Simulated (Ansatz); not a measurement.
Geometry optimisation of C3H10B2 (`BCC(B)C`).

```yaml
crystal:
  periodic: [false, false, false]
  atoms:
    - {symbol: B, position_ang: [-0.386827, -0.452154, 1.593145]}
    - {symbol: C, position_ang: [-0.304707, -1.078224, 0.170297]}
    - {symbol: C, position_ang: [0.248081, 0.385331, -0.051900]}
    - {symbol: B, position_ang: [1.319170, -0.508567, -0.740526]}
    - {symbol: C, position_ang: [-0.686928, 1.331183, -0.785285]}
    - {symbol: H, position_ang: [0.529037, -0.644542, 2.370028]}
    - {symbol: H, position_ang: [-1.405559, 0.107066, 1.945576]}
    - {symbol: H, position_ang: [-1.181659, -1.269070, -0.465751]}
    - {symbol: H, position_ang: [0.477417, -1.883091, 0.056334]}
    - {symbol: H, position_ang: [0.621308, 0.810377, 0.935486]}
    - {symbol: H, position_ang: [2.285016, -0.891039, -0.109323]}
    - {symbol: H, position_ang: [1.225725, -0.705969, -1.936461]}
    - {symbol: H, position_ang: [-0.878940, 0.962307, -1.812130]}
    - {symbol: H, position_ang: [-0.223684, 2.334013, -0.873364]}
    - {symbol: H, position_ang: [-1.659350, 1.451578, -0.266725]}
basis:
  gaussian: {orbitals: def2-TZVP}
hamiltonian: {xc: pbe0, dispersion: d4}
relax: {f_tol: 0.005, max_steps: 150}
```

```sh
$ ansatz run in.yaml --threads 4 --pin off --events-out ev --progress --plain --max-ram 10444MiB
```

Output, abridged:

```
Functional definition: PBE0
mean field -4621.02963128 eV, -169.8197067030 hartree, gradient 3.7e-5 eV, S^2 0.000000; 0 other end points of the search recorded, 0 dependent functions left out
relax step   1: F+E_penalty+E_count = -4621.27935374 eV  Δ(F+E_penalty+E_count) = +0.000e0 eV  max|allowed force component| = 4.968e-1 eV/Å  Δτ_max = 0.0000 Å  (28 SCF iters, accepted)
mean field -4621.08212963 eV, -169.8216359820 hartree, gradient 1.1e-5 eV, S^2 0.000000; 0 other end points of the search recorded, 0 dependent functions left out
relax step   2: F+E_penalty+E_count = -4621.33297350 eV  Δ(F+E_penalty+E_count) = -5.362e-2 eV  max|allowed force component| = 1.693e-1 eV/Å  Δτ_max = 0.0315 Å  (31 SCF iters, accepted)
mean field -4621.08815751 eV, -169.8218575025 hartree, gradient 1.1e-5 eV, S^2 0.000000; 0 other end points of the search recorded, 0 dependent functions left out
relax step   3: F+E_penalty+E_count = -4621.33926513 eV  Δ(F+E_penalty+E_count) = -6.292e-3 eV  max|allowed force component| = 7.252e-2 eV/Å  Δτ_max = 0.0171 Å  (31 SCF iters, accepted)
mean field -4621.08890508 eV, -169.8218849750 hartree, gradient 1.1e-5 eV, S^2 0.000000; 0 other end points of the search recorded, 0 dependent functions left out
relax step   4: F+E_penalty+E_count = -4621.34007430 eV  Δ(F+E_penalty+E_count) = -8.092e-4 eV  max|allowed force component| = 4.833e-2 eV/Å  Δτ_max = 0.0065 Å  (31 SCF iters, accepted)
mean field -4621.08962764 eV, -169.8219115288 hartree, gradient 1.1e-5 eV, S^2 0.000000; 0 other end points of the search recorded, 0 dependent functions left out
relax step   5: F+E_penalty+E_count = -4621.34067170 eV  Δ(F+E_penalty+E_count) = -5.974e-4 eV  max|allowed force component| = 3.035e-2 eV/Å  Δτ_max = 0.0057 Å  (31 SCF iters, accepted)
mean field -4621.09007293 eV, -169.8219278927 hartree, gradient 1.1e-5 eV, S^2 0.000000; 0 other end points of the search recorded, 0 dependent functions left out
relax step   6: F+E_penalty+E_count = -4621.34094645 eV  Δ(F+E_penalty+E_count) = -2.747e-4 eV  max|allowed force component| = 1.247e-2 eV/Å  Δτ_max = 0.0090 Å  (31 SCF iters, accepted)
mean field -4621.09005334 eV, -169.8219271730 hartree, gradient 1.1e-5 eV, S^2 0.000000; 0 other end points of the search recorded, 0 dependent functions left out
relax step   7: F+E_penalty+E_count = -4621.34093367 eV  Δ(F+E_penalty+E_count) = +1.278e-5 eV  max|allowed force component| = 1.575e-2 eV/Å  Δτ_max = 0.0033 Å  (32 SCF iters, rejected (line search))
mean field -4621.09009443 eV, -169.8219286831 hartree, gradient 1.1e-5 eV, S^2 0.000000; 0 other end points of the search recorded, 0 dependent functions left out
relax step   8: F+E_penalty+E_count = -4621.34095194 eV  Δ(F+E_penalty+E_count) = -5.490e-6 eV  max|allowed force component| = 1.583e-2 eV/Å  Δτ_max = 0.0016 Å  (32 SCF iters, accepted)
mean field -4621.09005503 eV, -169.8219272352 hartree, gradient 1.1e-5 eV, S^2 0.000000; 0 other end points of the search recorded, 0 dependent functions left out
relax step   9: F+E_penalty+E_count = -4621.34094102 eV  Δ(F+E_penalty+E_count) = +1.091e-5 eV  max|allowed force component| = 1.701e-2 eV/Å  Δτ_max = 0.0023 Å  (32 SCF iters, rejected (line search))
mean field -4621.09009163 eV, -169.8219285801 hartree, gradient 1.1e-5 eV, S^2 0.000000; 0 other end points of the search recorded, 0 dependent functions left out
relax step  10: F+E_penalty+E_count = -4621.34096292 eV  Δ(F+E_penalty+E_count) = -1.099e-5 eV  max|allowed force component| = 3.029e-3 eV/Å  Δτ_max = 0.0011 Å  (32 SCF iters, accepted)
mean field -4621.09009163 eV, -169.8219285801 hartree, gradient 1.1e-5 eV, S^2 0.000000; 1 other end points of the search recorded, 0 dependent functions left out
Total energy: -4621.34099949 eV, -169.8311492738 hartree
Atom 0 at    -0.398205    -0.463899     1.595349 Å, force     0.001483    -0.000261     0.000652 eV/Å
Atom 1 at    -0.309366    -1.064925     0.180147 Å, force    -0.000518     0.000359     0.001115 eV/Å
Atom 2 at     0.271398     0.389173    -0.052952 Å, force    -0.000177     0.000641     0.000382 eV/Å
Atom 3 at     1.330945    -0.482093    -0.747888 Å, force     0.001529    -0.000387    -0.000171 eV/Å
Atom 4 at    -0.677320     1.308367    -0.780805 Å, force     0.000148     0.000382     0.000084 eV/Å
Atom 5 at     0.497480    -0.660001     2.363380 Å, force    -0.003029     0.000572    -0.001055 eV/Å
Atom 6 at    -1.384291     0.119608     1.931754 Å, force     0.000433    -0.000708    -0.000966 eV/Å
Atom 7 at    -1.173645    -1.219792    -0.454337 Å, force     0.000409    -0.000444    -0.000300 eV/Å
Atom 8 at     0.436004    -1.876323     0.057545 Å, force     0.001418    -0.000973     0.000424 eV/Å
Atom 9 at     0.627644     0.821750     0.914485 Å, force     0.000937    -0.000023    -0.000066 eV/Å
Atom 10 at     2.275453    -0.879431    -0.131991 Å, force    -0.001758     0.000448    -0.001754 eV/Å
Atom 11 at     1.222279    -0.686773    -1.920708 Å, force    -0.000850    -0.000129     0.001390 eV/Å
Atom 12 at    -0.861301     0.933925    -1.789666 Å, force    -0.000191    -0.000217    -0.000079 eV/Å
Atom 13 at    -0.243363     2.306147    -0.870102 Å, force     0.000223     0.000520    -0.000183 eV/Å
Atom 14 at    -1.635613     1.403467    -0.264810 Å, force    -0.000056     0.000221     0.000526 eV/Å
Dipole moment:    -0.165369     0.093361    -0.142074 e Å
```

Hardware: 4 threads of an Intel Xeon Platinum 8488C on a shared host. Wall time 25 s, peak host memory 0.61 GiB.
